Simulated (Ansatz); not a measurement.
Consider the substitution at a C–Si bond: `O=C[SiH2][Zn][OH]` + `[NH2][SnH2][OH]` → `O=C[NH][SnH2][OH]` + `[OH][Zn][SiH3]`.

Program: Ansatz. Geometries: PBE0-D4/def2-TZVP. ΔE: electronic, gas phase. CCSD(T)/CBS adds triple-zeta CCSD(T) − MP2 to the extrapolated MP2 energy (def2 sets, frozen cores). Elements past krypton have def2 core potentials. For Sn, Zn outer-core shells are correlated without core-valence functions, which leaves a few kJ/mol of doubt a bond. Scalar relativity is left out up to krypton. Each species was taken in one conformer, which may not be the lowest.

`O=C[SiH2][Zn][OH]`:

```xyz
9

O     1.752   -0.098    1.219
C     1.818    0.167    0.044
Si    0.239    0.244   -1.069
Zn   -1.540   -0.220    0.377
O    -2.959   -0.561    1.398
H     2.818    0.370   -0.410
H     0.223    1.592   -1.708
H     0.445   -0.740   -2.173
H    -2.796   -0.753    2.323
```

`[NH2][SnH2][OH]`:

```xyz
8

N    -0.814    0.194   -1.279
Sn   -0.047   -0.200    0.535
O     1.880   -0.415    0.210
H    -1.722   -0.214   -1.454
H    -0.837    1.167   -1.549
H    -0.685   -1.696    1.042
H    -0.193    1.079    1.668
H     2.418    0.086    0.826
```

`O=C[NH][SnH2][OH]`:

Cartesian coordinates in Å:
```
O -0.949 0.878 -1.193
C -1.500 0.013 -0.526
N -0.803 -0.796 0.278
Sn 1.208 -0.310 0.200
O 1.381 1.561 0.722
H -2.592 -0.137 -0.560
H -1.299 -1.468 0.843
H 1.927 -1.194 1.465
H 1.787 -0.644 -1.361
H 0.840 2.097 0.133
```

`[OH][Zn][SiH3]`:

Cartesian coordinates in Å:
```
O -1.029 -2.485 0.680
Zn -0.366 -0.885 0.252
Si 0.550 1.230 -0.156
H -1.436 -3.003 -0.015
H 1.847 1.402 0.553
H -0.365 2.314 0.297
H 0.799 1.427 -1.611
```

```json
{"species": "`O=C[SiH2][Zn][OH]`", "SCS-MP2/def2-QZVPP energy (Eh)": "-2258.09596"}
{"species": "`[NH2][SnH2][OH]`", "SCS-MP2/def2-QZVPP energy (Eh)": "-346.63867"}
{"species": "`O=C[NH][SnH2][OH]`", "SCS-MP2/def2-QZVPP energy (Eh)": "-459.83157"}
{"species": "`[OH][Zn][SiH3]`", "SCS-MP2/def2-QZVPP energy (Eh)": "-2144.93885"}
```

Q: Work out ΔE.

A: ΔE = (-459.83157) + (-2144.93885) − (-2258.09596) − (-346.63867) = -0.03579 Eh = -94.0 kJ/mol. CCSD(T)/CBS gives -94.4 kJ/mol.

Largest T1 diagnostic among the species: 0.017.

The D4 term adds −3.0 kJ/mol with B3LYP and −1.5 kJ/mol with PBE0; it sums over pairs of atoms, weighted by their polarisabilities, and B3LYP, whose exchange is more repulsive, gets the larger term.

B3LYP here is the variant with VWN-RPA as its local correlation; programs differ in this.
